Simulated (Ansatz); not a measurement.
C$_{3}$H$_{7}$ClMg (`C[CH](C)[Mg][Cl]`). The species carries charge 0 and has multiplicity 1.

```json
{"atom": "C1", "x (Å)": "-1.370", "y (Å)": "0.195", "z (Å)": "0.309"}
{"atom": "C2", "x (Å)": "0.015", "y (Å)": "-0.414", "z (Å)": "0.099"}
{"atom": "C3", "x (Å)": "0.522", "y (Å)": "-0.124", "z (Å)": "-1.312"}
{"atom": "Mg4", "x (Å)": "1.386", "y (Å)": "0.154", "z (Å)": "1.587"}
{"atom": "Cl5", "x (Å)": "2.818", "y (Å)": "0.755", "z (Å)": "3.139"}
{"atom": "H6", "x (Å)": "-1.804", "y (Å)": "-0.066", "z (Å)": "1.279"}
{"atom": "H7", "x (Å)": "-1.352", "y (Å)": "1.288", "z (Å)": "0.246"}
{"atom": "H8", "x (Å)": "-2.077", "y (Å)": "-0.148", "z (Å)": "-0.461"}
{"atom": "H9", "x (Å)": "-0.081", "y (Å)": "-1.504", "z (Å)": "0.201"}
{"atom": "H10", "x (Å)": "1.474", "y (Å)": "-0.618", "z (Å)": "-1.530"}
{"atom": "H11", "x (Å)": "0.667", "y (Å)": "0.948", "z (Å)": "-1.485"}
{"atom": "H12", "x (Å)": "-0.197", "y (Å)": "-0.465", "z (Å)": "-2.072"}
```

Problem. List the harmonic frequencies (cm⁻¹, unscaled) at PBE0-D4/def2-TZVP in Ansatz. (Estimate.)

Solution. Computed: 56, 70, 199, 212, 248, 254, 351, 396, 585, 893, 915, 952, 987, 1097, 1168, 1201, 1329, 1392, 1410, 1473, 1489, 1491, 1500, 2991, 2993, 3005, 3059, 3059, 3092, 3093.

Problem. Is this a minimum?

Solution. Yes, all 30 modes are real.

Problem. Give the ideal-gas thermochemistry at 298.15 K and 1 bar (rigid rotor, harmonic oscillator; point group Cs, symmetry number 1).

Solution. Zero-point energy 245.0 kJ/mol; H(298) − E = 267.6 kJ/mol; entropy 366.3 J/(mol·K), of which translation 166.6, rotation 117.1, vibration 82.5; G(298) − E = 158.4 kJ/mol. Modes under 100 cm⁻¹ are hindered rotations or soft bends, so the harmonic entropy is rough.
